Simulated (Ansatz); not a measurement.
Isolated molecules relaxed with PBE0-D4/def2-TZVP in Ansatz; ΔE leaves out vibrations. CCSD(T)/CBS is the MP2 limit (def2-TZVPP, def2-QZVPP) plus CCSD(T) − MP2 in def2-TZVPP, frozen cores. This one scheme is used for every species. Functionals use def2-TZVPP. HSE06 is defined as in plane-wave codes. One conformer a species, not always the lowest.

Consider the cleavage of the Al–Si bond: `CO[SiH2][AlH2]` + `O[Si](O)(O)O` → `O[Si](O)(O)[O][AlH2]` + `CO[SiH3]`.

| level | ΔE (kcal/mol) |
| --- | --- |
| HSE06-D4 | -36.1 |
| CCSD/CBS(def2) | -41.3 |

**Question.** What does CCSD(T)/CBS give? (Estimate.)

**Answer.** Computed: -40.8 kcal/mol. The listed levels differ from it by 4.7, -0.5 kcal/mol.

**Question.** What do rigid-rotor, harmonic-oscillator terms from PBE0-D4/def2-TZVP frequencies (298.15 K, 1 bar) make of the CCSD(T)/CBS value? (An estimate is asked.)

**Answer.** The calculation gave: ΔZPE = -0.8 kcal/mol, ΔH = -41.6 kcal/mol, ΔS = 12 J/(mol·K), ΔG = -42.4 kcal/mol. Modes under 50 cm⁻¹ make the entropy rough.

Largest T1 diagnostic among the species: 0.012.

From BLYP to BHLYP (50 % exact exchange), in def2-TZVPP and without D4, ΔE moves by −3.3 kcal/mol. In def2-TZVPP, CCSD(T) changes the Hartree–Fock value by +4.3 kcal/mol (the triples alone add +0.5 kcal/mol) and MP2 by +1.9 kcal/mol. At CCSD(T), def2-SVP lies −1.7 kcal/mol from the extrapolated value and def2-TZVPP +0.0 kcal/mol.
